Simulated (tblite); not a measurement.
Question: Give a GFN2-xTB geometry of `C=C[C@@](C)(C#N)C[S@@](C)=O`.

Answer: 
```
atom  x, y, z in Å
C1    -2.9805    0.6858    0.5947
C2    -1.7203    0.5915    0.9712
C3    -0.5243    0.4027    0.0572
C4    -0.8828    0.3671   -1.4312
C5     0.3388    1.5441    0.2964
N6     1.0011    2.4534    0.5011
C7     0.1873   -0.8904    0.4776
S8     1.6354   -1.3307   -0.6271
C9     2.9355   -0.5167    0.3937
O10    1.8145   -2.7665   -0.4210
H11   -3.7653    0.8080    1.3212
H12   -3.2929    0.6452   -0.4339
H13   -1.4607    0.6440    2.0212
H14   -1.4275    1.2657   -1.7121
H15    0.0208    0.3103   -2.0334
H16   -1.4956   -0.5057   -1.6421
H17    0.5350   -0.8444    1.5090
H18   -0.4979   -1.7327    0.3726
H19    2.7248    0.5439    0.4620
H20    3.8838   -0.6763   -0.1097
H21    2.9621   -0.9813    1.3734
```

Any rigid rotation of these coordinates is as good. Atoms count from 1 in this order. S8 (sulfinyl sulfur) is pyramidal (angles 105.6°, 104.0° and 96.6°, sum 306.3°, 0.74 Å off the plane of its three neighbours). The 2 C–S bonds span 1.842 Å (S8–C9, drawn single) to 1.874 Å (C7–S8, drawn single), a spread of 0.032 Å. The 5 C–C bonds span 1.319 Å (C1=C2, drawn double) to 1.535 Å (C3–C7, drawn single), a spread of 0.216 Å. Of the pairs four or more bonds apart, C5···H19 is among the closest relative to their van der Waals radii: 2.59 Å, 89 % of the sum of Bondi's values.

Bonds between heavy atoms (Å): C1=C2 1.319, C2–C3 1.517, C3–C4 1.531, C3–C5 1.451, C5≡N6 1.143, C3–C7 1.535, C7–S8 1.874, S8–C9 1.842, S8=O10 1.462.

Structure optimised with GFN2-xTB, isolated species.

Point group: C1 (no symmetry element, even within 0.4 Å). Its lowest GFN2-xTB frequency is 12 cm⁻¹, too small to tell a flat minimum from a shallow saddle. One conformer, not necessarily the lowest (C1–C2–C3–C4 2°, C2–C3–C7–S8 176°, C3–C7–S8–C9 94°). 3 starts were optimised and ended at 0.00, 0.29 and 0.98 kcal/mol (GFN2-xTB); the lowest of these is shown.

The numbers are calculated, not measured.
